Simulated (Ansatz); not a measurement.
Ideal-gas functions of `[I][GeH]([I])[I]` at 600 K and 1 bar, from an Ansatz frequency run at PBE0-D4/def2-TZVP.

Molar mass 454.33 g/mol, point group C3v (symmetry number 3), electronic degeneracy 1, moments of inertia 1109.37, 1109.455, 2128.058 u Å². Harmonic wavenumbers (cm⁻¹, unscaled): 65, 65, 96, 211, 272, 272, 659, 659, 2164.

Use S(trans) = R[1.5 ln M + 2.5 ln T − 1.1517]; rotational temperatures θ = 24.2544 K / I; S(rot) = R[ln(√π/σ · √(T³/θAθBθC)) + 1.5]; for each mode x = 1.438777 ν̃/T, S = R[x/(eˣ − 1) − ln(1 − e⁻ˣ)] and H = RT x/(eˣ − 1); 1 cm⁻¹ = 0.0119627 kJ/mol; R = 8.31446 J/(mol·K).

By hand: the entropy, in J/(mol·K).

Translation 199.7. Rotation: θ = 0.0219, 0.0219, 0.0114 K, giving 138.2. Vibration, mode by mode: 23.78, 23.78, 20.54, 14.07, 12.01, 12.01, 5.32, 5.32, 0.29, in all 117.1. Electronic 0.0. Sum 455.0 J/(mol·K).

By hand: H − E and G − E in kJ/mol, counted from the electronic energy.

Zero-point energy ½ × 4463 × 0.0119627 = 26.7; thermal vibration 28.8; translation, rotation and pV give 4 RT = 20.0. H − E = 75.5 kJ/mol, and G − E = 75.5 − 600 × 455.0/1000 = -197.5 kJ/mol.

Vibration gives 26 % of the entropy, 68.1 J/(mol·K) of it from the modes under 150 cm⁻¹: soft modes count most, and the harmonic formula is weakest for them.
